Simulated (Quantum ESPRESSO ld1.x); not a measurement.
These are the eigenvalues of the occupied orbitals of an atom or ion with whole-number occupations (hartree). Method: Dirac Kohn-Sham, LDA (Slater exchange, Perdew-Zunger correlation), spin-unpolarised, spherical densities, point nucleus; computed with ld1.x of Quantum ESPRESSO 7.5.

| orbital | eigenvalue |
|---|---|
| 1s1/2 | -55.6552 |
| 2s1/2 | -4.31999 |
| 2p1/2 | -2.94201 |
| 2p3/2 | -2.92576 |
| 3s1/2 | -0.57781 |
| 3p1/2 | -0.36257 |
| 3p3/2 | -0.36161 |

Which element is it, and in what charge state? The configuration may be excited. Open shells, if any, are shared by 2j + 1.

Answer. Z = 13, aluminium, charge +1: Al+ in [Ne] 3s1 3p1. The list shows which subshells hold electrons but not how many an open one holds; the 1s level, -55.655 hartree, gives Z - s = 10.6 by -(Z - s)^2/2, which with screening and relativity narrows Z to a few neighbours, and the depths of the outer levels then fix element, charge and occupations together.
